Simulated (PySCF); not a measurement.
Reaction (SMILES): C=[SiH2] (CH2-SiH2) → [SiH-]=C + H+
B3LYP-D3(BJ)/def2-TZVP geometries, fixed; electronic energies without zero-point terms.

Effect of the SCF energy threshold at HF/def2-SVP with PySCF, against the last row, where the deprotonation energy is 373.21 kcal/mol. The proton leaves the site shown, which need not be the most acidic.

```tsv
setting	SCF cycles, largest species	largest shift of a total energy (mEh)	shift of the deprotonation energy (kcal/mol)
conv_tol: 1e-4	5	0.003	-0.002
conv_tol: 1e-5	6	0.001	0.000
conv_tol: 1e-6	8	0.000	0.000
conv_tol: 1e-7	8	0.000	0.000
conv_tol: 1e-11	10	0.000	0.000
```

Within 0.02 kcal/mol in the deprotonation energy: conv_tol: 1e-4; conv_tol: 1e-5; conv_tol: 1e-6; conv_tol: 1e-7. The largest shift is 0.003 mEh in a total energy and 0.002 kcal/mol in the difference.
